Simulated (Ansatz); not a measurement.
Geometry optimisation, RKS revPBE/def2-SVP in Ansatz 0.2.0.

input.yaml

```yaml
crystal:
  periodic: [false, false, false]
  atoms:
    - { symbol: In, position_ang: [-0.3555, 0.236, -0.1101] }
    - { symbol: F, position_ang: [0.2804, -1.1698, -1.8998] }
    - { symbol: "N", position_ang: [-1.7806, 0.124, -1.5598] }
    - { symbol: H, position_ang: [-0.8034, -0.6499, -2.0497] }
    - { symbol: C, position_ang: [0.976, 0.1425, 1.7357] }
    - { symbol: H, position_ang: [-1.8416, 0.9751, -2.1197] }
    - { symbol: H, position_ang: [0.4261, -0.3793, 2.5157] }
    - { symbol: H, position_ang: [1.8514, -0.4236, 1.4328] }
    - { symbol: H, position_ang: [1.2473, 1.145, 2.0548] }
basis:
  gaussian: { orbitals: def2-SVP }
hamiltonian:
  xc: revpbe
relax:
  f_tol: 0.15
  max_steps: 25
  restrain:
    - { distance: [3, 1], at: 0.88, k: 30.0 }
    - { distance: [0, 1], at: 3.29, k: 30.0 }
    - { distance: [3, 2], at: 2.32, k: 30.0 }
```

Run as:

```bash
$ ansatz run input.yaml --threads 2 --pin off --max-ram 3072MiB --backend cpu --events-out ev --progress --plain --runs-dir out
```

Task: Where does it end, and by what steps?

Result: It converged. The restraints hold the end off the free minimum. After 16 steps the energy has risen by 0.541 eV (the restraints' own energy left out); H4 moved furthest, 0.77 Å. Parted: In1–F2. Joined: F2–H4.

```
step  energy less start (eV)  largest force component (eV/Å)  accepted
   0                  0.0000                           1.279       yes
   1                  0.4959                           1.605       yes
   2                  0.6966                           2.025       yes
   3                  0.7059                           2.793       yes
   4                  0.6226                           1.836       yes
   5                  0.6024                           1.034       yes
   6                  0.5665                           1.404       yes
   7                  0.5689                           1.651       yes
   8                  0.5690                           1.669       yes
   9                  0.5691                           1.679       yes
  10                  0.5690                           1.684       yes
  11                  0.5690                           1.692       yes
  12                  0.5692                           1.700       yes
  13                  0.5468                           0.997       yes
  14                  0.5408                           1.093       yes
  15                  0.5385                           0.550        no
  16                  0.5407                           1.220       yes
```

```xyz
9
Properties=species:S:1:pos:R:3
In -0.483 0.543 0.068
F 0.397 -1.688 -2.177
N -1.753 0.382 -1.406
H -0.327 -1.153 -2.377
C 0.894 0.190 1.694
H -2.098 1.320 -1.697
H 0.401 -0.438 2.461
H 1.791 -0.320 1.296
H 1.179 1.164 2.136
```

Time of the run: 16 s on 2 threads of INTEL(R) XEON(R) PLATINUM 8581C CPU @ 2.30GHz (Emerald Rapids), with other jobs on the host, peak memory 0.17 GiB.
